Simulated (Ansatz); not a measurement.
`[SiH3]C=C=C[SiH3]` + HI → `[SiH3]C=C=CI` + SiH₄ at 600 K and 1 bar (substitution at a C–Si bond).

Gas-phase electronic energies from Ansatz, PBE0-D4/def2-TZVP geometries. CCSD(T)/CBS adds triple-zeta CCSD(T) − MP2 to the extrapolated MP2 energy (def2 sets, frozen cores). This one scheme is used for every species. def2 core potentials past Kr. For I outer-core shells are correlated without core-valence functions, which leaves a few kJ/mol of doubt a bond.

| species | CCSD(T)/CBS energy (Eh) | H − E (kJ/mol) | S (J/(mol·K)) |
| --- | --- | --- | --- |
| `[SiH3]C=C=C[SiH3]` | -697.06408 | 301.4 | 478.8 |
| HI | -298.03592 | 31.6 | 227.0 |
| `[SiH3]C=C=CI` | -703.61506 | 223.3 | 459.0 |
| SiH₄ | -291.46306 | 108.7 | 242.3 |

H − E and S are ideal-gas, rigid-rotor, harmonic terms from PBE0-D4/def2-TZVP, for one conformer and one mirror image of each species. 1 Eh = 2625.50 kJ/mol, R = 8.31446 J/(mol·K).

Task: By hand: ΔE, ΔH, ΔS and ΔG.

Result: ΔE = (-703.61506) + (-291.46306) − (-697.06408) − (-298.03592) = 0.02188 Eh = 57.4 kJ/mol. Δ(H − E) = 223.3 + 108.7 − 301.4 − 31.6 = -1.0, so ΔH = 56.4 kJ/mol. ΔS = 459.0 + 242.3 − 478.8 − 227.0 = -4.5 J/(mol·K). ΔG = 56.4 − 600 × (-4.5)/1000 = 59.1 kJ/mol.

Task: By hand: the equilibrium constant, and the temperature at which ΔG would vanish if ΔH and ΔS stayed fixed.

Result: log₁₀ K = −ΔG/(RT ln 10) = -5.1. ΔH and −TΔS have one sign here, so there is no such temperature.

The number of gas molecules stays the same, so ΔS is small and ΔH decides. A doubt of 5 kJ/mol in ΔE shifts log₁₀ K by 0.4 here. Other conformers and mirror images would add mixing entropy, several J/(mol·K) or more a flexible species. These are equilibria of isolated gas molecules and say nothing of rates. Largest T1 diagnostic: 0.013 (customary marks: 0.02 for closed shells, 0.045 for open ones).

ΔS is within the doubt of such terms, so its sign, and with it that verdict, could turn.
